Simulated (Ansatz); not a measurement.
`CCCCCCCCP(=O)(O)O`. Charge 0, multiplicity 1. Geometry PBE-D4/def2-SVP.

```xyz
31

C     3.271    0.573   -2.506
C     2.925    1.822   -1.691
C     2.473    1.539   -0.251
C     1.164    0.753   -0.126
C     0.711    0.562    1.326
C    -0.547   -0.298    1.502
C    -1.808    0.310    0.876
C    -3.113   -0.441    1.179
P    -3.304   -2.104    0.479
O    -4.673   -2.723    0.468
O    -2.645   -1.911   -1.020
O    -2.200   -3.000    1.316
H     2.394   -0.093   -2.640
H     4.065   -0.024   -2.009
H     3.639    0.838   -3.518
H     2.129    2.398   -2.214
H     3.810    2.494   -1.661
H     2.360    2.507    0.288
H     3.281    0.992    0.287
H     0.373    1.278   -0.707
H     1.270   -0.247   -0.602
H     1.543    0.099    1.901
H     0.547    1.561    1.793
H    -0.367   -1.309    1.078
H    -0.728   -0.461    2.588
H    -1.693    0.381   -0.226
H    -1.927    1.353    1.243
H    -3.988    0.114    0.783
H    -3.278   -0.553    2.273
H    -3.108   -2.512   -1.637
H    -2.576   -3.896    1.428
```

(1) Estimate the orbital energies around the gap (eV) in Ansatz with HF/STO-3G, LDA (SPW92)/def2-TZVP, PBE-D4/def2-TZVP, r2SCAN-D4/def2-TZVP, r2SCANh-D4/def2-TZVP.

Answers

(1) 
| orbital | HF/STO-3G | LDA (SPW92)/def2-TZVP | PBE-D4/def2-TZVP | r2SCAN-D4/def2-TZVP | r2SCANh-D4/def2-TZVP |
| --- | --- | --- | --- | --- | --- |
| HOMO−9 | -11.80 | -8.47 | -8.39 | -8.73 | -9.27 |
| HOMO−8 | -11.59 | -8.38 | -8.25 | -8.60 | -9.16 |
| HOMO−7 | -11.21 | -8.15 | -7.95 | -8.36 | -9.01 |
| HOMO−6 | -11.08 | -7.90 | -7.85 | -8.16 | -8.69 |
| HOMO−5 | -10.90 | -7.77 | -7.71 | -8.02 | -8.54 |
| HOMO−4 | -10.78 | -7.55 | -7.50 | -7.79 | -8.30 |
| HOMO−3 | -10.70 | -7.52 | -7.48 | -7.77 | -8.27 |
| HOMO−2 | -9.23 | -7.37 | -7.31 | -7.59 | -8.09 |
| HOMO−1 | -7.17 | -7.03 | -6.80 | -7.13 | -7.74 |
| HOMO | -7.02 | -7.01 | -6.77 | -7.12 | -7.70 |
| LUMO | 11.65 | -0.58 | -0.40 | 0.24 | 0.52 |
| LUMO+1 | 12.63 | 0.13 | 0.33 | 0.96 | 1.22 |
| LUMO+2 | 12.90 | 0.36 | 0.53 | 1.22 | 1.49 |
| LUMO+3 | 15.26 | 0.41 | 0.60 | 1.23 | 1.53 |
| LUMO+4 | 15.38 | 0.69 | 0.85 | 1.53 | 1.77 |
| LUMO+5 | 16.08 | 0.84 | 1.04 | 1.67 | 1.93 |
